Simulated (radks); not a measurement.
Valence configurations of the zirconium ion Zr2+ (all share [Kr]). Method: scalar-relativistic Kohn-Sham, LDA (Slater exchange, Perdew-Wang correlation), spin-polarised, spherical densities, finite nucleus; open shells are filled with parallel spins first (spin-orbit coupling, left out, can overturn this in heavy ions); Fermi nuclear charge, rms radius 4.2694 fm; computed with a radial shooting solver on a logarithmic mesh with Libxc functionals. Energies are relative to 4d2; eigenvalues in eV for spin up.

valence      E (eV)  moment (Bohr magnetons)    e(4d)    e(5p)    e(5s)
4d2           0.000                        2  -18.059        -        -
4d1.5 5s0.5   0.782                        2  -19.257        -  -17.509
4d1 5s1       1.763                        2  -20.456        -  -18.274
4d1.5 5p0.5   3.134                        2  -19.695  -13.136        -
5s2           5.212                        0        -        -  -19.135
4d1 5p1       6.593                        2  -21.312  -14.023        -
5s1 5p1       9.554                        2        -  -15.123  -20.253
5p2          14.697                        2        -  -15.595        -

NIST lists [Kr] 4d2 as the ground configuration; this level of theory agrees among the configurations tried. The energies are those of spherical high-spin densities, not of single terms.
